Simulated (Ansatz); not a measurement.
Input and output for `C[SiH](F)[SiH3]`.

```yaml
crystal:
  periodic: [false, false, false]
  atoms:
    - {symbol: C, position_ang: [-0.832088, 1.448663, -0.434663]}
    - {symbol: Si, position_ang: [0.633698, 0.304544, -0.463141]}
    - {symbol: F, position_ang: [1.902417, 1.075643, 0.161306]}
    - {symbol: Si, position_ang: [0.268625, -1.650351, 0.781297]}
    - {symbol: H, position_ang: [-1.097925, 1.728651, 0.586994]}
    - {symbol: H, position_ang: [-1.697977, 0.959996, -0.890221]}
    - {symbol: H, position_ang: [-0.620321, 2.360299, -0.998720]}
    - {symbol: H, position_ang: [0.988229, -0.037897, -1.868436]}
    - {symbol: H, position_ang: [-0.062904, -1.319952, 2.194257]}
    - {symbol: H, position_ang: [1.464223, -2.534543, 0.761148]}
    - {symbol: H, position_ang: [-0.880577, -2.392054, 0.190779]}
basis:
  gaussian: {orbitals: 6-31G, point_charges: [{charge: -1.00, position_ang: [6.729, -0.825, -0.992]}]}
magnetization: {spin_polarized: true, initial_magnetization: 2}
hamiltonian: {xc: {name: B3LYP}, dispersion: d3bjatm}
accuracy: high
output: {forces: true}
```

```sh
$ ansatz run in.yaml --threads 4 --pin off --events-out ev --progress --plain --max-ram 10444MiB
```

Output, abridged:

```
Functional definition: B3LYP
1457 factors; integrals over basis functions are off by at most 6.8e-9 eV
mean field evaluation 1: about -19610.0727 eV, gradient 3.5e1 eV
mean field evaluation 2: about -19599.5358 eV, gradient 5.9e1 eV
mean field evaluation 4: about -19615.3276 eV, gradient 3.8e0 eV
mean field evaluation 8: about -19615.5838 eV, gradient 1.2e-1 eV
mean field evaluation 16: about -19615.5842 eV, gradient 2.6e-3 eV
mean field evaluation 32: about -19615.5842 eV, gradient 3.5e-6 eV
mean field -19615.58416368 eV, -720.8594220948 hartree, gradient 5.2e-8 eV, S^2 2.001968; 7 other end points of the search recorded, 0 dependent functions left out
reference -19615.58421016 eV, -720.8594238029 hartree; 26, 24 occupied and 32, 34 virtual orbitals, 1457 factors
Total energy: -19615.98377319 eV, -720.8741074734 hartree
Atom 0 at    -0.832088     1.448663    -0.434663 Å, force    -1.193907     0.278064     0.630873 eV/Å
Atom 1 at     0.633698     0.304544    -0.463141 Å, force    -2.735090    -1.278395    -3.146800 eV/Å
Atom 2 at     1.902417     1.075643     0.161306 Å, force     3.246794     2.046785     1.823942 eV/Å
Atom 3 at     0.268625    -1.650351     0.781297 Å, force     1.015160    -0.461402     0.992223 eV/Å
Atom 4 at    -1.097925     1.728651     0.586994 Å, force    -0.131335     0.208673     0.053957 eV/Å
Atom 5 at    -1.697977     0.959996    -0.890221 Å, force     0.003419     0.082775     0.034103 eV/Å
Atom 6 at    -0.620321     2.360299    -0.998720 Å, force     0.260021     0.181759    -0.032852 eV/Å
Atom 7 at     0.988229    -0.037897    -1.868436 Å, force     0.618296    -0.404781    -0.109771 eV/Å
Atom 8 at    -0.062904    -1.319952     2.194257 Å, force    -0.504143     0.250176     0.369340 eV/Å
Atom 9 at     1.464223    -2.534543     0.761148 Å, force     0.251593    -0.283761    -0.349402 eV/Å
Atom 10 at    -0.880577    -2.392054     0.190779 Å, force    -0.858884    -0.583037    -0.237998 eV/Å
Dipole moment:    -0.340812    -0.120415    -0.135397 e Å
```

Run time 9 s (4 threads of an Intel Xeon Platinum 8488C on a shared host); peak host memory 0.46 GiB.
